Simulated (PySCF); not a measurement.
## Relaxation of quartet H₃RuO

Level of theory: UPBE0/[Ru def2-TZVP with ECP28, O def2-TZVP, H def2-TZVP], scalar-relativistic core potentials, density fitting, no spin–orbit coupling, PySCF. A (50,194) grid was used.

A hand-made tetrahedral start, of C3v symmetry, held to at least that symmetry:

```xyz
5
charge 0 multiplicity 4, angstrom
Ru    0.0000    0.1740    0.1230
O     0.0000   -1.2222   -0.8643
H     1.2819    0.1740    1.0295
H    -1.2819    0.1740    1.0295
H     0.0000    1.4559   -0.7834
```

Task: What does it relax to?

Result: It ends at C3v with Ru–H 1.598 Å (×3), Ru–O 1.730 Å; H–Ru–H 88.0° (×3), H–Ru–O 126.7° (×3). A frequency run shows 2 imaginary modes (one degenerate set), down to 258i cm⁻¹, so it is a higher-order saddle point. Other isomers or separated fragments may lie lower.

Task: How much energy is released, and in how many steps?

Result: 39.6 kJ/mol in 7 steps.

With open d or f shells other occupations or spin states may lie lower. At this level a doublet minimum of Cs symmetry lies 166 kJ/mol below this structure.
